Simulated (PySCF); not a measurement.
## Ionisation energy of Au⁴⁷⁺ by level of theory

Au⁴⁷⁺ [Ar] 3d10 4s2 4p2 [4p1/2^2, M_J = 0] → Au⁴⁸⁺ [Ar] 3d10 4s2 4p1 [4p1/2^1, M_J = 1/2], as a difference of total energies. Computed with PySCF 2.14 in an uncontracted even-tempered set (16 s from 6.6 bohr⁻², ratio 2.8; 13 p from 8.5 bohr⁻², ratio 2.8; 8 d from 15 bohr⁻², ratio 2.8; 4 f from 36 bohr⁻², ratio 3), with the two-component X2C-1e Hamiltonian. Correlated levels: [Ne] frozen; the 72 highest virtual spinors dropped. "Screened" scales the spin-orbit matrix elements by Boettger's factors to mimic the two-electron term; Breit and QED terms are absent.

```csv
method,ionisation energy (eV)
GHF (spin-free),2542.3
GMP2 (spin-free),2543.5
GHF (screened spin-orbit),2632.4
GMP2 (screened spin-orbit),2634.0
```

Breit and QED terms and the two-electron picture change are absent.

The spin-free rows relax to the high-spin LS determinant and lack the spin-orbit shift.

The labels give the starting determinants; with spin-orbit coupling the two ends relaxed to ⟨J²⟩ = 0.00, ⟨L²⟩ = 1.39, ⟨S²⟩ = 1.39 and ⟨J²⟩ = 0.75, ⟨L²⟩ = 2.07, ⟨S²⟩ = 0.82.

For comparison: 2640 ± 4 eV (theoretical estimate listed by NIST; NIST Atomic Spectra Database, ionization energies).
